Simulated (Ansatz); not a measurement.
Consider the formal exchange of groups at the Si–H bond: `[SiH3]C=S` + `CCC(O)S` → `S=C[SiH2]S` + `CCCO`.

Computed with Ansatz on PBE0-D4/def2-TZVP structures; ΔE is electronic, products minus reactants. CBS: MP2 limit from def2 TZ/QZ plus the TZ coupled-cluster correction, frozen cores. Functionals use def2-TZVPP. Each species was taken in one conformer, which may not be the lowest.

```tsv
level	ΔE (kcal/mol)	difference from CCSD(T)/CBS
PBE-D4	-22.9	0.3
r2SCAN-D4	-23.6	-0.4
ωB97M-V	-23.0	0.2
PBE0	-24.0	-0.8
HF/def2-TZVPP	-25.0	-1.8
MP2/def2-TZVPP	-23.6	-0.4
CCSD/def2-TZVPP	-23.4	-0.2
MP2/def2-QZVPP	-23.8	-0.6
SCS-MP2/def2-QZVPP	-23.5	-0.3
MP2/CBS(def2)	-23.9	-0.7
CCSD(T)/CBS	-23.2	0
```

Largest T1 diagnostic among the species: 0.015.

In def2-TZVPP, CCSD(T) changes the Hartree–Fock value by +2.1 kcal/mol (the triples alone add +0.5 kcal/mol) and MP2 by +1.4 kcal/mol. From PBE to PBE0 (25 % exact exchange), in def2-TZVPP and without D4, ΔE moves by −0.8 kcal/mol.
